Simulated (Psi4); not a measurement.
C4H5 (SMILES [CH2]C#CC), doublet, geometry from GFN2-xTB; R2SCAN/cc-pVDZ run with Psi4 1.11.

Psi4 was given this input:
```
memory 2 GB

molecule {
0 2
  C    -0.01669866   -0.14473260    2.05451619
  C    -0.00572650   -0.05021694    0.70569704
  C     0.00420741    0.03413279   -0.51310411
  C     0.01585773    0.13725248   -1.95067878
  H    -0.94506085   -0.19981979    2.59400011
  H     0.90273351   -0.16585290    2.61141141
  H    -0.00059800    1.18728795   -2.25276024
  H     0.91722312   -0.32377874   -2.35724285
  H    -0.86013765   -0.35645090   -2.37399048
}

set basis cc-pvdz
set reference uks

energy('r2scan')
print_variables()
```

Output, abridged:

```
   => Loading Basis Set <=

    Name: CC-PVDZ
    Role: ORBITAL
    Keyword: BASIS

         ---------------------------------------------------------
                                   SCF
               by Justin Turney, Rob Parrish, Andy Simmonett
                          and Daniel G. A. Smith
                              UKS Reference
         ---------------------------------------------------------

  ==> Geometry <==

    Molecular point group: c1
    Full point group: C1

    Geometry (in Angstrom), charge = 0, multiplicity = 2:

       Center              X                  Y                   Z               Mass
    ------------   -----------------  -----------------  -----------------  -----------------
         C           -0.016433774286    -0.142087773704     2.021245193113    12.000000000000
         C           -0.005461614286    -0.047572113704     0.672426043113    12.000000000000
         C            0.004472295714     0.036777616296    -0.546375106887    12.000000000000
         C            0.016122615714     0.139897306296    -1.983949776887    12.000000000000
         H           -0.944795964286    -0.197174963704     2.560729113113     1.007825032230
         H            0.902998395714    -0.163208073704     2.578140413113     1.007825032230
         H           -0.000333114286     1.189932776296    -2.286031236887     1.007825032230
         H            0.917488005714    -0.321133913704    -2.390513846887     1.007825032230
         H           -0.859872764286    -0.353806073704    -2.407261476887     1.007825032230

  Running in c1 symmetry.

  Rotational constants: A =      3.44700  B =      0.12243  C =      0.12090 [cm^-1]
  Rotational constants: A = 103338.59488  B =   3670.36848  C =   3624.64039 [MHz]
  Nuclear repulsion =   94.588219043724479

  Charge       = 0
  Multiplicity = 2
  Electrons    = 29
  Nalpha       = 15
  Nbeta        = 14

  ==> Algorithm <==

  SCF Algorithm Type is DF.
  DIIS enabled.
  MOM disabled.
  Fractional occupation disabled.
  Guess Type is SAD.
  Energy threshold   = 1.00e-06
  Density threshold  = 1.00e-06
  Integral threshold = 1.00e-12

  ==> Primary Basis <==

  Basis Set: CC-PVDZ
    Blend: CC-PVDZ
    Number of shells: 39
    Number of basis functions: 81
    Number of Cartesian functions: 85
    Spherical Harmonics?: true
    Max angular momentum: 2

  ==> DFT Potential <==

   => LibXC <=

    Version 7.1.2
[...]
      Ntotal   =   28.9999988928 ; deviation = -1.107e-06

   @Spin Contamination Metric:   2.853097607E-02
   @S^2 Expected:                7.500000000E-01
   @S^2 Observed:                7.785309761E-01
   @S   Expected:                5.000000000E-01
   @S   Observed:                5.000000000E-01

    Orbital Energies [Eh]
    ---------------------

    Alpha Occupied:

[...]
    Alpha Virtual:

[...]
    Beta Occupied:

[...]
    Beta Virtual:

[...]
      81A      3.147368

    Final Occupation by Irrep:
              A
    DOCC [    14 ]
    SOCC [     1 ]
    NA   [    15 ]
    NB   [    14 ]

  @DF-UKS Final Energy:  -155.23634666618327

   => Energetics <=

    Nuclear Repulsion Energy =             94.5882190437244788
    One-Electron Energy =                -394.3403377655737359
    Two-Electron Energy =                 167.9477982329643737
    DFT Exchange-Correlation Energy =     -23.4320261772984111
    Empirical Dispersion Energy =           0.0000000000000000
    VV10 Nonlocal Energy =                  0.0000000000000000
    Total Energy =                       -155.2363466661832661

  UHF NO Occupations:
  HONO-2 :   13  A 1.9987591
  HONO-1 :   14  A 1.9890730
  HONO-0 :   15  A 1.0000000
  LUNO+0 :   16  A 0.0109270
  LUNO+1 :   17  A 0.0012409
  LUNO+2 :   18  A 0.0011281
  LUNO+3 :   19  A 0.0005881

Computation Completed

Properties will be evaluated at   0.000000,   0.000000,   0.000000 [a0]

Properties computed using the SCF density matrix

 Multipole Moments:

 ------------------------------------------------------------------------------------
     Multipole            Electronic (a.u.)      Nuclear  (a.u.)        Total (a.u.)
 ------------------------------------------------------------------------------------

 L = 1.  Multiply by 2.5417464519 to convert [e a0] to [Debye]
 Dipole X            :         -0.0115648            0.0145163            0.0029515
 Dipole Y            :         -0.1138889            0.1449419            0.0310530
 Dipole Z            :          1.4495118           -1.8233191           -0.3738073
 Magnitude           :                                                    0.3751065

 ------------------------------------------------------------------------------------

  Variable Map:
  ----------------------------------------------------------------------------
[...]
  Array Variable Map:
  ----------------------------------------------------------------------------
[...]
[...]
```
